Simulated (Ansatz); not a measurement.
Computed with Ansatz on PBE0-D4/def2-TZVP structures; ΔE is electronic, products minus reactants. CCSD(T)/CBS adds triple-zeta CCSD(T) − MP2 to the extrapolated MP2 energy (def2 sets, frozen cores). DFT in def2-TZVPP. B3LYP here is the variant with VWN-RPA as its local correlation; programs differ in this. HSE06 is defined as in plane-wave codes. For Ga outer-core shells are correlated without core-valence functions, which leaves a few kJ/mol of doubt a bond. Scalar relativity is left out up to krypton. One conformer a species, not always the lowest.

Consider the ligand exchange at the Si–N bond: `BN([SiH2][SiH3])[Si](C)(C)C` + `[OH][Ga]([Cl])[Cl]` → `C[Si](C)(C)[O][Ga]([Cl])[Cl]` + `BN[SiH2][SiH3]`.

```csv
level,ΔE (kJ/mol),difference from CCSD(T)/CBS
LDA (SPW92),-55.3,6.5
PBE-D4,-56.4,5.4
r2SCAN-D4,-64.3,-2.5
B97M-V,-66.1,-4.3
PBE0-D4,-59.5,2.3
B3LYP-D4,-65.8,-4.0
r2SCANh-D4,-64.7,-2.9
r2SCAN0-D4,-65.2,-3.4
HSE06-D4,-59.8,2.0
BHLYP-D4,-71.2,-9.4
CAM-B3LYP-D4,-70.0,-8.2
ωB97X-V,-64.1,-2.3
ωB97M-V,-61.5,0.3
B2PLYP,-72.4,-10.6
PBE-QIDH,-64.3,-2.5
PBE,-64.5,-2.7
revPBE,-69.6,-7.8
BLYP,-78.5,-16.7
r2SCAN,-67.0,-5.2
B3LYP,-78.3,-16.5
r2SCANh,-67.5,-5.7
r2SCAN0,-68.2,-6.4
HSE06,-66.5,-4.7
BHLYP,-80.6,-18.8
CAM-B3LYP,-77.4,-15.6
LC-ωPBE,-67.6,-5.8
RPA@PBE/def2-TZVPP,-63.0,-1.2
MP2/def2-SVP,-65.2,-3.4
CCSD/def2-SVP,-69.9,-8.1
CCSD(T)/def2-SVP,-66.8,-5.0
HF/def2-TZVPP,-90.3,-28.5
MP2/def2-TZVPP,-60.8,1.0
SCS-MP2/def2-TZVPP,-66.4,-4.6
CCSD/def2-TZVPP,-67.9,-6.1
CCSD(T)/def2-TZVPP,-63.8,-2.0
HF/def2-QZVPP,-90.6,-28.8
MP2/def2-QZVPP,-59.7,2.1
SCS-MP2/def2-QZVPP,-65.5,-3.7
HF/CBS(def2),-90.6,-28.8
CCSD/CBS(def2),-65.9,-4.1
CCSD(T)/CBS,-61.8,0
```

Largest T1 diagnostic among the species: 0.013.

In def2-TZVPP, CCSD(T) changes the Hartree–Fock value by +26.6 kJ/mol (the triples alone add +4.2 kJ/mol) and MP2 by +29.6 kJ/mol. The D4 term adds +12.5 kJ/mol with B3LYP and +7.2 kJ/mol with PBE0; it sums over pairs of atoms, weighted by their polarisabilities, and B3LYP, whose exchange is more repulsive, gets the larger term. At CCSD(T), def2-SVP lies −5.0 kJ/mol from the extrapolated value and def2-TZVPP −2.0 kJ/mol.

CCSD(T)/CBS has its own doubt, a few kJ/mol and more with outer-core shells, so smaller differences from it don't rank the levels.
